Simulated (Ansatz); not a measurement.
CH5BN2 at its PBE0-D4/def2-TZVP geometry, where that method's forces vanish. The species carries charge 0 and has multiplicity 1. The bonds changed during the relaxation, so this is another structure than the one it started from.

```csv
atom,x (Å),y (Å),z (Å)
B1,1.236,0.328,-0.500
C2,-0.108,-0.045,0.219
N3,-0.285,0.761,-0.763
N4,-0.927,-0.718,1.005
H5,1.711,-0.507,-1.226
H6,1.941,1.187,-0.043
H7,-1.088,0.941,-1.348
H8,-0.552,-1.305,1.727
H9,-1.929,-0.642,0.929
```

(1) For each bond, give half the difference of the two atoms' forces along it (eV/Å; positive pushes the atoms apart) under PBE-D4, r2SCAN-D4, B3LYP-D4, ωB97M-V in def2-TZVPP. (Estimate.)

## Answers

(1) Computed: 
```json
{"bond": "B1–C2", "length (Å)": "1.569", "PBE-D4": "0.05", "r2SCAN-D4": "0.01", "B3LYP-D4": "0.10", "ωB97M-V": "0.09"}
{"bond": "B1–N3", "length (Å)": "1.603", "PBE-D4": "0.21", "r2SCAN-D4": "0.22", "B3LYP-D4": "0.29", "ωB97M-V": "0.26"}
{"bond": "B1–H5", "length (Å)": "1.205", "PBE-D4": "0.01", "r2SCAN-D4": "-0.06", "B3LYP-D4": "-0.14", "ωB97M-V": "-0.15"}
{"bond": "B1–H6", "length (Å)": "1.201", "PBE-D4": "0.01", "r2SCAN-D4": "-0.06", "B3LYP-D4": "-0.15", "ωB97M-V": "-0.16"}
{"bond": "C2–N3", "length (Å)": "1.283", "PBE-D4": "0.43", "r2SCAN-D4": "0.22", "B3LYP-D4": "0.10", "ωB97M-V": "0.11"}
{"bond": "C2–N4", "length (Å)": "1.319", "PBE-D4": "0.02", "r2SCAN-D4": "0.10", "B3LYP-D4": "0.15", "ωB97M-V": "0.22"}
{"bond": "N3–H7", "length (Å)": "1.010", "PBE-D4": "0.05", "r2SCAN-D4": "-0.10", "B3LYP-D4": "-0.11", "ωB97M-V": "-0.16"}
{"bond": "N4–H8", "length (Å)": "1.003", "PBE-D4": "0.13", "r2SCAN-D4": "-0.03", "B3LYP-D4": "-0.05", "ωB97M-V": "-0.08"}
{"bond": "N4–H9", "length (Å)": "1.008", "PBE-D4": "0.19", "r2SCAN-D4": "-0.01", "B3LYP-D4": "-0.03", "ωB97M-V": "-0.14"}
```

B3LYP here is the variant with VWN-RPA as its local correlation; programs differ in this.
